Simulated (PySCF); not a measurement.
HN, triplet, at a GFN2-xTB geometry; CAMB3LYP/6-31G in PySCF.

Here is a job for PySCF.
```python
from pyscf import gto, scf, dft

mol = gto.Mole()
mol.atom = '''
    N    -0.00000000   -0.00000000   -0.12795737
    H     0.00000000    0.00000000    0.89570158
'''
mol.basis = '6-31g'
mol.spin = 2
mol.verbose = 4
mol.build()

mf = dft.UKS(mol)
mf.xc = 'camb3lyp'
mf.grids.level = 2
mf.kernel()
mf.analyze()
```

Q: Write the output that PySCF gives for this input, abridged.

A: 
```
PySCF version 2.14.0

[INPUT] verbose = 4
[INPUT] num. atoms = 2
[INPUT] num. electrons = 8
[INPUT] charge = 0
[INPUT] spin (= nelec alpha-beta = 2S) = 2
[INPUT] symmetry False subgroup None
[INPUT] Mole.unit = angstrom
[INPUT] Symbol           X                Y                Z      unit          X                Y                Z       unit  Magmom
[INPUT]  1 N      0.000000000000   0.000000000000  -0.127957370000 AA    0.000000000000   0.000000000000  -0.241804384920 Bohr   0.0
[INPUT]  2 H      0.000000000000   0.000000000000   0.895701580000 AA    0.000000000000   0.000000000000   1.692630675540 Bohr   0.0

nuclear repulsion = 3.61862754820832
number of shells = 7
number of NR pGTOs = 26
number of NR cGTOs = 11
basis = 6-31g
ecp = {}

******** <class 'pyscf.dft.uks.UKS'> ********
method = UKS
initial guess = minao
damping factor = 0
level_shift factor = 0
DIIS = <class 'pyscf.scf.diis.CDIIS'>
diis_start_cycle = 1
diis_space = 8
diis_damp = 0
SCF conv_tol = 1e-09
SCF conv_tol_grad = None
SCF max_cycles = 50
direct_scf = True
direct_scf_tol = 1e-13
number electrons alpha = 5  beta = 3
XC library pyscf.dft.libxc version 7.1.2
    S. Lehtola, C. Steigemann, M. J. T. Oliveira, and M. A. L. Marques,  SoftwareX 7, 1–5 (2018)
XC functionals = camb3lyp
    T. Yanai, D. P. Tew, and N. C. Handy,  Chem. Phys. Lett. 393, 51 (2004)
radial grids:
    Treutler-Ahlrichs [JCP 102, 346 (1995); DOI:10.1063/1.469408] (M4) radial grids

becke partition: Becke, JCP 88, 2547 (1988); DOI:10.1063/1.454033
pruning grids: <function nwchem_prune>
grids dens level: 2
symmetrized grids: False
atomic radii adjust function: <function treutler_atomic_radii_adjust>
small_rho_cutoff = 0
Set gradient conv threshold to 3.16228e-05
tot grids = 16368
init E= -54.9358842549582

cycle= 1 E= -55.1702839539251  delta_E= -0.234  |g|= 0.104  |ddm|= 0.934
cycle= 2 E= -55.1782439939344  delta_E= -0.00796  |g|= 0.0354  |ddm|= 0.172
cycle= 3 E= -55.1789076386739  delta_E= -0.000664  |g|= 0.015  |ddm|= 0.0528
cycle= 4 E= -55.1790548899548  delta_E= -0.000147  |g|= 0.00345  |ddm|= 0.0166
cycle= 5 E= -55.1790716522462  delta_E= -1.68e-05  |g|= 0.000755  |ddm|= 0.00796
cycle= 6 E= -55.1790729620721  delta_E= -1.31e-06  |g|= 0.000121  |ddm|= 0.00322
cycle= 7 E= -55.1790729983027  delta_E= -3.62e-08  |g|= 6.61e-06  |ddm|= 0.00069
cycle= 8 E= -55.1790729983753  delta_E= -7.25e-11  |g|= 8.78e-07  |ddm|= 3.03e-05
Extra cycle  E= -55.1790729983764  delta_E= -1.1e-12  |g|= 2.67e-07  |ddm|= 2.68e-06
converged SCF energy = -55.1790729983764  <S^2> = 2.0040479  2S+1 = 3.0026974
**** SCF Summaries ****
Total Energy =                         -55.179072998376355
Nuclear Repulsion Energy =               3.618627548208317
One-electron Energy =                  -81.686895147343506
Two-electron Energy =                   22.889194600758834
Two-electron Coulomb Energy =           30.058505865769384
DFT Exchange-Correlation Energy =       -7.169311265010547
**** MO energy ****
                             alpha | beta                alpha | beta
MO #1   energy= -14.4767958332321  | -14.4379892882377  occ= 1 | 1
MO #2   energy= -0.933729404374823 | -0.819624393736604 occ= 1 | 1
MO #3   energy= -0.462228730519607 | -0.407013072340343 occ= 1 | 1
MO #4   energy= -0.399252765356557 | -0.0321161565602042 occ= 1 | 0
MO #5   energy= -0.399252765356555 | -0.0321161565602039 occ= 1 | 0
MO #6   energy= 0.141930147474888  | 0.159376484019073  occ= 0 | 0
MO #7   energy= 0.703159781300533  | 0.79855960619751   occ= 0 | 0
MO #8   energy= 0.703159781300533  | 0.798559606197511  occ= 0 | 0
MO #9   energy= 0.787353810090827  | 0.817530707612137  occ= 0 | 0
MO #10  energy= 0.857810519415729  | 0.869502169246287  occ= 0 | 0
MO #11  energy= 1.02783198778264   | 1.08618840926242   occ= 0 | 0

To work with the spin densities directly, `use mulliken_meta_spin()` only printing them here.

 ** Mulliken spin pop alpha/beta on meta-lowdin orthogonal AOs **
 ** Mulliken Spin Density (per AO)  **
spin_pop of  0 N 1s       -0.00001
spin_pop of  0 N 2s        0.02048
spin_pop of  0 N 3s       -0.00189
spin_pop of  0 N 2px       0.99795
spin_pop of  0 N 2py       0.99795
spin_pop of  0 N 2pz       0.03529
spin_pop of  0 N 3px       0.00205
spin_pop of  0 N 3py       0.00205
spin_pop of  0 N 3pz      -0.00050
spin_pop of  1 H 1s       -0.05345
spin_pop of  1 H 2s        0.00008
 ** Mulliken Spin Density (per atom)  **
spin density of  0 N =      2.05337
spin density of  1 H =     -0.05337
 ** Mulliken pop alpha/beta on meta-lowdin orthogonal AOs **
 ** Mulliken pop       alpha | beta **
pop of  0 N 1s        0.99996 | 0.99997
pop of  0 N 2s        0.91578 | 0.89530
pop of  0 N 3s        0.00389 | 0.00577
pop of  0 N 2px       0.99795 | 0.00000
pop of  0 N 2py       0.99795 | 0.00000
pop of  0 N 2pz       0.70604 | 0.67074
pop of  0 N 3px       0.00205 | 0.00000
pop of  0 N 3py       0.00205 | 0.00000
pop of  0 N 3pz       0.00058 | 0.00107
pop of  1 H 1s        0.36605 | 0.41950
pop of  1 H 2s        0.00772 | 0.00764
In total             5.00000 | 3.00000
 ** Mulliken atomic charges   ( Nelec_alpha | Nelec_beta ) **
charge of  0N =     -0.19910  (     4.62623      2.57286 )
charge of  1H =      0.19910  (     0.37377      0.42714 )
Dipole moment(X, Y, Z, Debye): -0.00000, -0.00000,  1.82017
```
